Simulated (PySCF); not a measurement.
MgO, SMILES [O]=[Mg].

Geometry optimised at B3LYP-D3(BJ)/def2-TZVPD.

Method: B3LYP-D3(BJ)/def2-TZVPD run with PySCF.

Frequencies are harmonic and unscaled.

```
mode  ν (cm⁻¹)  IR (km/mol)  moving atoms (share of kinetic energy)
----  --------  -----------  --------------------------------------
1          813         10.1                         O 60 %, Mg 40 %
```
